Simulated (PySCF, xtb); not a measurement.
C4H12Si2, SMILES CC[SiH2]/C=C/[SiH3].

GFN2-xTB in xtb 6.7.1 at its own geometry gives an orbital gap of 3.55 eV and a dipole moment of 0.32 D.

Geometry: B3LYP-D3(BJ)/def2-SVP. The structure was generated by enumeration; whether it is a known compound was not checked. One conformer was computed; it need not be the lowest.

What does PySCF with PBE/def2-TZVP give? (Estimate from the structure and the level; the computed values follow.)

gap 4.77 eV (levels -6.66 and -1.89 eV), dipole 0.98 D.
